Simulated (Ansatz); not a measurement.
`B[SiH2]OBF` + HCl → `B[SiH2]Cl` + `OBF` at 600 K and 1 bar (ligand exchange at the Si–O bond).

Calculated with Ansatz (gas phase, PBE0-D4/def2-TZVP geometries, no zero-point term in ΔE). CCSD(T)/CBS adds triple-zeta CCSD(T) − MP2 to the extrapolated MP2 energy (def2 sets, frozen cores). This one scheme is used for every species. One conformer a species, not always the lowest.

```
     species  CCSD(T)/CBS energy (Eh)  H − E (kJ/mol)  S (J/(mol·K))
`B[SiH2]OBF`               -516.74846           214.7          453.3
         HCl               -460.38127            35.4          207.2
 `B[SiH2]Cl`               -776.05948           145.5          370.9
       `OBF`               -201.07426           109.4          294.7
```

H − E and S are ideal-gas, rigid-rotor, harmonic terms from PBE0-D4/def2-TZVP, for one conformer and one mirror image of each species. 1 Eh = 2625.50 kJ/mol, R = 8.31446 J/(mol·K).

**Question.** By hand: ΔE, ΔH, ΔS and ΔG.

**Answer.** ΔE = (-776.05948) + (-201.07426) − (-516.74846) − (-460.38127) = -0.00401 Eh = -10.5 kJ/mol. Δ(H − E) = 145.5 + 109.4 − 214.7 − 35.4 = 4.8, so ΔH = -5.7 kJ/mol. ΔS = 370.9 + 294.7 − 453.3 − 207.2 = 5.1 J/(mol·K). ΔG = -5.7 − 600 × (5.1)/1000 = -8.8 kJ/mol.

**Question.** By hand: the equilibrium constant, and the temperature at which ΔG would vanish if ΔH and ΔS stayed fixed.

**Answer.** log₁₀ K = −ΔG/(RT ln 10) = 0.8. ΔH and −TΔS have one sign here, so there is no such temperature. One of them is within its doubt of zero, so this could turn.

TΔS isn't small against ΔH here. A doubt of 5 kJ/mol in ΔE shifts log₁₀ K by 0.4 here. Other conformers and mirror images would add mixing entropy, several J/(mol·K) or more a flexible species. Modes under 60 cm⁻¹, often nearly free rotors, make the harmonic entropy too high. These are equilibria of isolated gas molecules and say nothing of rates. Largest T1 diagnostic: 0.013 (customary marks: 0.02 for closed shells, 0.045 for open ones).
